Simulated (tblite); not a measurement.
C3H6O3, charge +1, doublet, geometry from GFN2-xTB (a state made from the parent by changing its charge; the spin is typed, not shown lowest); GFN1-xTB run with tblite 0.6.0.

Here is a job for tblite.
```
$ tblite run mol.xyz --method gfn1 --charge 1 --spin 1 --json tblite.json --no-restart

# file mol.xyz
12

C      2.33990284     0.02941715     0.04714782
O      1.11216935    -0.60569716     0.10534410
C     -0.00671483     0.13926615    -0.00330295
O     -0.06143048     1.31624464    -0.13731401
O     -1.05132864    -0.71099538     0.06388079
C     -2.33179128    -0.19795587    -0.04238492
H      2.26312269     1.10441975     0.25431409
H      3.01653695    -0.51791024     0.72250393
H      2.79796639    -0.10367015    -0.95399907
H     -2.97741664    -0.80963810     0.60763016
H     -2.73616646    -0.37301837    -1.06006040
H     -2.36770513     0.87903570     0.16556455
```

Output, abridged:

```
xTB calculator
 | screened Coulomb repulsion
 | Coulomb electrostatics
 |  * isotropic Klopman-Ohno-Mataga-Nishimoto electrostatics
 |  * onsite third-order electrostatics
 | DFT-D3(BJ) dispersion correction

halogen bonding energy    0.0000000000000E+00 Eh
repulsion energy          1.8388307141822E-01 Eh
dispersion energy        -3.1819678971112E-03 Eh
number of electrons       3.5000000000000E+01 e
integral cutoff           1.9731147476801E+01 bohr

------------------------------------------------------------
  cycle        total energy    energy error   density error
------------------------------------------------------------
      1     -22.56479440171  -2.2745496E+01   6.3784511E-01
      2     -23.10106061831  -5.3626622E-01   3.0984018E-01
      3     -23.10843609296  -7.3754747E-03   1.6554444E-01
      4     -23.10815517146   2.8092151E-04   2.4275703E-02
      5     -23.10916895578  -1.0137843E-03   1.0302998E-02
      6     -23.10945676789  -2.8781211E-04   4.3023780E-03
      7     -23.10951414506  -5.7377176E-05   1.1621339E-03
      8     -23.10951323529   9.0976837E-07   9.4598228E-04
      9     -23.10951883598  -5.6006814E-06   4.2429675E-04
     10     -23.10951935103  -5.1505251E-07   4.9975643E-05
     11     -23.10951935425  -3.2163818E-09   2.6430578E-05
     12     -23.10951935653  -2.2871625E-09   8.9905756E-06
------------------------------------------------------------

electronic energy        -2.3290220460054E+01 Eh
total energy             -2.3109519356532E+01 Eh

Post processing:
 | Mayer-Wiberg bond orders

[Info] JSON dump of results written to 'tblite.json'
```
